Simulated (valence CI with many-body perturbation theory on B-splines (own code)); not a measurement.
# Ru28+: calculated level list

Calculated by configuration interaction combined with many-body perturbation theory (CI+MBPT): six valence electrons over a frozen Dirac-Fock core [Ne], radial functions for each j: 9 s, 9 p, 8 d, 6 f, 3 g, 1 h, with the one-electron correlation potential Σ1, the two-electron term Σ2, the three-electron term Σ3, Breit, model QED; selected CI, second order for the rest, scaled by the run's own slope (own B-spline code, finite nucleus).

The last digits are not significant, and no measured levels were compared; by estimate large intervals hold to a few tenths of a per cent, small ones and those within an open d or f shell to about a per cent. Among the levels kept, up to 1500 cm⁻¹ of a level comes from second order outside the variational space, and about a tenth of that is noise between levels of different J, which matters for small intervals.

Levels 1 to 37 of 37, with energies above the lowest level, (3s^2 3p1/2^2 3p3/2^2) J=2. "Leading %" is the weight of the configuration and term that name the level; weights of strongly mixed levels are sums over their largest components and can fall short. In the jj column 3d3/2^4 stands for four electrons in 3d with j = 3/2. Lifetimes count E1, E2, E3, M1 and M2 decay at the calculated energies, and are blank where another channel may lead or the interval is too uncertain; long ones can be off by a factor of two.

| No. | Configuration | Term | J | E (eV) | Leading % | Leading jj | Lifetime | g |
| --- | --- | --- | --- | --- | --- | --- | --- | --- |
| 1 | 3s2.3p4 | 3P | 2 | 0.00 | 75 | 3s^2 3p1/2^2 3p3/2^2 (97 %) |  | 1.381 |
| 2 | 3s2.3p4 | 1S | 0 | 9.05 | 49 | 3s^2 3p1/2^2 3p3/2^2 (95 %) | 336 ms |  |
| 3 | 3s2.3p4 | 3P | 1 | 27.53 | 98 | 3s^2 3p1/2 3p3/2^3 (98 %) | 4.58 μs | 1.498 |
| 4 | 3s2.3p4 | 1D | 2 | 33.09 | 75 | 3s^2 3p1/2 3p3/2^3 (96 %) | 7.25 μs | 1.112 |
| 5 | 3s2.3p4 | 3P | 0 | 64.89 | 49 | 3s^2 3p3/2^4 (94 %) | 1.33 μs |  |
| 6 | 3s.3p5 | 3P° | 2 | 105.74 | 73 | 3s 3p1/2^2 3p3/2^3 (73 %) | 82.6 ps | 1.489 |
| 7 | 3s.3p5 | 3P° | 1 | 112.30 | 31 | 3s^2 3p1/2^2 3p3/2 3d3/2 (43 %) | 86.9 ps | 1.298 |
| 8 | 3s2.3p3.3d | 3F° | 2 | 117.51 | 31 | 3s^2 3p1/2^2 3p3/2 3d3/2 (84 %) | 449 ps | 1.059 |
| 9 | 3s2.3p3.3d | 5D° | 0 | 119.01 | 55 | 3s^2 3p1/2^2 3p3/2 3d3/2 (81 %) | 2.28 μs |  |
| 10 | 3s2.3p3.3d | 5D° | 3 | 119.23 | 38 | 3s^2 3p1/2^2 3p3/2 3d3/2 (69 %) | 1.58 ns | 1.266 |
| 11 | 3s2.3p3.3d | 5D° | 4 | 124.63 | 52 | 3s^2 3p1/2^2 3p3/2 3d5/2 (86 %) | 464 μs | 1.350 |
| 12 | 3s2.3p3.3d | 5D° | 1 | 125.21 | 50 | 3s^2 3p1/2^2 3p3/2 3d3/2 (35 %) | 32.7 ps | 1.402 |
| 13 | 3s2.3p3.3d | 5D° | 2 | 129.59 | 42 | 3s^2 3p1/2^2 3p3/2 3d5/2 (60 %) | 44.5 ps | 1.321 |
| 14 | 3s.3p5 | 3P° | 0 | 134.24 | 66 | 3s 3p1/2 3p3/2^4 (66 %) | 65.6 ps |  |
| 15 | 3s2.3p3.3d | 3G° | 3 | 136.05 | 34 | 3s^2 3p1/2^2 3p3/2 3d5/2 (46 %) | 41.6 ps | 1.078 |
| 16 | 3s2.3p3.3d | 1P° | 1 | 139.23 | 28 | 3s 3p1/2 3p3/2^4 (38 %) | 59.2 ps | 1.099 |
| 17 | 3s2.3p3.3d | 3D° | 1 | 140.31 | 72 | 3s^2 3p1/2 3p3/2^2 3d3/2 (46 %) | 109 ps | 0.758 |
| 18 | 3s2.3p3.3d | 3F° | 2 | 141.87 | 47 | 3s^2 3p1/2 3p3/2^2 3d3/2 (89 %) | 303 ps | 0.970 |
| 19 | 3s2.3p3.3d | 1S° | 0 | 143.16 | 58 | 3s^2 3p1/2 3p3/2^2 3d3/2 (61 %) | 366 ps |  |
| 20 | 3s2.3p3.3d | 3F° | 3 | 144.61 | 63 | 3s^2 3p1/2 3p3/2^2 3d3/2 (74 %) | 315 ps | 1.137 |
| 21 | 3s2.3p3.3d | 3D° | 3 | 147.59 | 64 | 3s^2 3p1/2 3p3/2^2 3d5/2 (84 %) | 374 ps | 1.261 |
| 22 | 3s2.3p3.3d | 3D° | 1 | 148.72 | 66 | 3s^2 3p1/2 3p3/2^2 3d5/2 (26 %) | 30.4 ps | 0.725 |
| 23 | 3s2.3p3.3d | 3G° | 4 | 149.01 | 62 | 3s^2 3p1/2 3p3/2^2 3d5/2 (57 %) | 10.4 μs | 1.182 |
| 24 | 3s2.3p3.3d | 3F° | 4 | 151.22 | 50 | 3s^2 3p1/2 3p3/2^2 3d5/2 (48 %) | 12.1 μs | 1.173 |
| 25 | 3s2.3p3.3d | 3F° | 4 | 154.80 | 46 | 3s^2 3p1/2 3p3/2^2 3d5/2 (78 %) | 40.8 μs | 1.126 |
| 26 | 3s2.3p3.3d | 3F° | 2 | 156.02 | 42 | 3s^2 3p1/2 3p3/2^2 3d3/2 (79 %) | 49.1 ps | 0.931 |
| 27 | 3s2.3p3.3d | 3G° | 5 | 156.75 | 98 | 3s^2 3p1/2 3p3/2^2 3d5/2 (98 %) | 28.8 μs | 1.197 |
| 28 | 3s2.3p3.3d | 3S° | 1 | 162.11 | 25 | 3s^2 3p1/2 3p3/2^2 3d5/2 (43 %) | 8.03 ps | 1.366 |
| 29 | 3s2.3p3.3d | 3P° | 0 | 163.93 | 54 | 3s^2 3p1/2 3p3/2^2 3d5/2 (55 %) | 29.8 ps |  |
| 30 | 3s2.3p3.3d | 3D° | 2 | 165.31 | 52 | 3s^2 3p1/2 3p3/2^2 3d5/2 (84 %) | 36.5 ps | 1.231 |
| 31 | 3s2.3p3.3d | 3P° | 2 | 166.56 | 44 | 3s^2 3p1/2 3p3/2^2 3d3/2 (41 %) | 4.73 ps | 1.186 |
| 32 | 3s2.3p3.3d | 3D° | 3 | 167.59 | 54 | 3s^2 3p1/2 3p3/2^2 3d3/2 (37 %) | 4.75 ps | 1.151 |
| 33 | 3s2.3p3.3d | 3D° | 3 | 169.13 | 43 | 3s^2 3p1/2 3p3/2^2 3d5/2 (85 %) | 25.4 ps | 1.166 |
| 34 | 3s2.3p3.3d | 3D° | 2 | 170.96 | 33 | 3s^2 3p1/2 3p3/2^2 3d5/2 (49 %) | 5.74 ps | 1.131 |
| 35 | 3s2.3p3.3d | 3P° | 1 | 171.56 | 51 | 3s^2 3p1/2 3p3/2^2 3d3/2 (66 %) | 2.82 ps | 1.365 |
| 36 | 3s2.3p3.3d | 1F° | 3 | 173.85 | 46 | 3s^2 3p1/2 3p3/2^2 3d3/2 (34 %) | 6.59 ps | 1.092 |
| 37 | 3s2.3p3.3d | 3S° | 1 | 176.57 | 42 | 3s^2 3p1/2 3p3/2^2 3d3/2 (36 %) | 3.34 ps | 1.437 |

The ionisation energy to 3s2.3p3 4S°_3/2 of the next ion comes out as 1579.9 eV (NIST: 1577 ± 2.1 eV (semi-empirical)). All 37 levels together are meant to be complete up to 180.78 eV.
